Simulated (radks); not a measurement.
Results of a calculation; reference values are marked as such.
Ionisation of As3+, [Ar] 3d10 4s2, to As4+, [Ar] 3d10 4s1, under several functionals. Scalar-relativistic Kohn-Sham, spin-polarised, spherical densities, point nucleus; open shells are filled with parallel spins first; a radial shooting solver on a logarithmic mesh with Libxc functionals.

| functional | E(As3+) (hartree) | Exc (hartree) | IE (eV) | -e(HOMO) (eV) | <r> HOMO (bohr) | IE error (eV) |
|---|---|---|---|---|---|---|
| PBE | -2258.79374 | -82.71869 | 50.235 | 44.431 | 1.743 | +0.085 |
| OLYP | -2259.77673 | -83.78371 | 49.791 | 44.008 | 1.749 | -0.359 |
| exchange-only PBE | -2257.32047 | -81.21818 | 49.394 | 43.537 | 1.754 | -0.756 |
| revPBE | -2258.96611 | -82.89602 | 50.007 | 44.281 | 1.744 | -0.143 |
| Wu-Cohen GGA | -2258.28897 | -82.20639 | 50.147 | 44.564 | 1.737 | -0.003 |
| PW91 | -2259.28057 | -83.21456 | 50.342 | 44.565 | 1.741 | +0.192 |

NIST Atomic Spectra Database: 50.2 eV (measured). Closest: Wu-Cohen GGA. The Delta-SCF values span 0.95 eV, the total energies 2.46 hartree. The highest occupied level is 4s.
